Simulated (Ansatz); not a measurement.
## Ligand exchange: SnH(CH3)3 + GeH3I → Sn(CH3)3I + GeH4

Species: SnH(CH3)3, singlet; GeH3I `[GeH3][I]`, singlet; Sn(CH3)3I (iodotrimethylstannane), singlet; GeH4 (germane) `[GeH4]`, singlet. The partners trade H for I: Sn–H and Ge–I bonds give way to Sn–I and Ge–H.

Shapes, held fixed at every level: PBE0-D4/def2-TZVP. Programs: Ansatz 0.2.0. The zero-point and thermal change to 298 K, harmonic and unscaled (PBE0-D4/def2-TZVP), is +2.4 kJ/mol.

| level | kind | ΔH(298 K) (kJ/mol) | less CCSD(T)/def2-TZVPP |
| --- | --- | --- | --- |
| HF/def2-SVP | Hartree–Fock | -52.4 | -2.5 |
| B3LYP-D4/def2-TZVPP | global hybrid | -53.0 | -3.1 |
| PBE0-D4/def2-TZVPP | global hybrid | -51.0 | -1.1 |
| wB97M-V/def2-TZVPP | range-separated hybrid | -50.5 | -0.6 |
| wB97X-V/def2-TZVPP | range-separated hybrid | -50.5 | -0.6 |
| B2PLYP/def2-TZVPP | double hybrid | -50.8 | -0.9 |
| MP2/def2-SVP | perturbation theory | -57.1 | -7.2 |
| CCSD(T)/def2-TZVPP | coupled cluster or CI | -49.9 | 0.0 |

The highest level, CCSD(T)/def2-TZVPP, gives ΔH(298 K) = -49.9 kJ/mol; the levels span -57.1 to -49.9. The column of differences is taken from that level and isn't an error. No measured value is set beside it here. For atoms past krypton def2 sets carry core potentials with scalar relativity. Relativity is left out for Ge. Outer-core shells of Ge, I, Sn are correlated, in sets that cover them unevenly.
